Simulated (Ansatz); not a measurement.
`C[SiH](F)BN` → `CBN` + `F[SiH]` at 500 K and 1 bar (silylene formation by 1,1-elimination).

Gas-phase electronic energies from Ansatz, PBE0-D4/def2-TZVP geometries. CCSD(T)/CBS is the MP2 limit (def2-TZVPP, def2-QZVPP) plus CCSD(T) − MP2 in def2-TZVPP, frozen cores. This one scheme is used for every species. One conformer a species, not always the lowest.

```json
{"species": "`C[SiH](F)BN`", "CCSD(T)/CBS energy (Eh)": "-510.74878", "H − E (kJ/mol)": "285.0", "S (J/(mol·K))": "424.2"}
{"species": "`CBN`", "CCSD(T)/CBS energy (Eh)": "-121.21267", "H − E (kJ/mol)": "233.6", "S (J/(mol·K))": "318.2"}
{"species": "`F[SiH]`", "CCSD(T)/CBS energy (Eh)": "-389.46371", "H − E (kJ/mol)": "40.7", "S (J/(mol·K))": "260.3"}
```

H − E and S are ideal-gas, rigid-rotor, harmonic terms from PBE0-D4/def2-TZVP, for one conformer and one mirror image of each species. 1 Eh = 2625.50 kJ/mol, R = 8.31446 J/(mol·K).

Problem. By hand: ΔE, ΔH, ΔS and ΔG.

Solution. ΔE = (-121.21267) + (-389.46371) − (-510.74878) = 0.07240 Eh = 190.1 kJ/mol. Δ(H − E) = 233.6 + 40.7 − 285.0 = -10.7, so ΔH = 179.4 kJ/mol. ΔS = 318.2 + 260.3 − 424.2 = 154.3 J/(mol·K). ΔG = 179.4 − 500 × (154.3)/1000 = 102.2 kJ/mol.

Problem. By hand: the equilibrium constant, and the temperature at which ΔG would vanish if ΔH and ΔS stayed fixed.

Solution. log₁₀ K = −ΔG/(RT ln 10) = -10.7. ΔG = 0 at ΔH/ΔS = 1163 K.

The number of gas molecules changes by +1, which sets the sign of ΔS. A doubt of 5 kJ/mol in ΔE shifts log₁₀ K by 0.5 here. Other conformers and mirror images would add mixing entropy, several J/(mol·K) or more a flexible species. These are equilibria of isolated gas molecules and say nothing of rates. Largest T1 diagnostic: 0.015 (customary marks: 0.02 for closed shells, 0.045 for open ones).
